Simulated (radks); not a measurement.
The numbers below are computed, except where a source is named.
Question: Level of theory: non-relativistic Kohn-Sham, exchange-only LDA, spin-polarised, spherical densities, point nucleus; open shells are filled with parallel spins first (a radial shooting solver on a logarithmic mesh with Libxc functionals). Response by self-consistent Sternheimer equations with the Hartree and adiabatic exchange-only LDA kernel. For heavy and open-shell atoms this level of theory can miss by tens of per cent. Estimate the static dipole polarisabilities of Cr2+ ([Ar] 3d4) and Cr6+ ([Ar]) and the C6 coefficients of the three pairs.

Answer: alpha = 4.854 and 0.8237 bohr^3; C6 = 14.62 (Cr2+-Cr2+), 4.021 (Cr2+-Cr6+), 1.275 (Cr6+-Cr6+) hartree bohr^6.
